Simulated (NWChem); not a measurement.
SiH$_{3}$SeBr; SMILES [SiH3][Se]Br

```xyz
6

Se     0.8212    -0.6106     0.0000
Br    -0.2106     1.4899     0.0000
Si    -1.1418    -1.7980     0.0000
H     -0.6884    -3.2212     0.0000
H     -1.9369    -1.4969    -1.2232
H     -1.9369    -1.4969     1.2232
```
Atoms are numbered in this order, from 1.

Geometry: optimised at PBE0/def2-SVP.

Symmetry labels are those of Cs in the frame above (b1 and b2, or b-type labels, depend on it).

Question: List the 4 lowest vertical singlet excitations from PBE/def2-SVPD, TDA (NWChem).

Answer: 
| state | energy (eV) | oscillator strength | symmetry | leading excitation (squared amplitude) |
|---|---|---|---|---|
| S1 | 2.48 | 0.001 | a" | HOMO → LUMO (1.00) |
| S2 | 3.70 | 0.005 | a' | HOMO−1 → LUMO (0.99) |
| S3 | 4.49 | 0.003 | a" | HOMO−2 → LUMO (0.89) |
| S4 | 4.54 | 0.003 | a" | HOMO → LUMO+1 (0.89) |
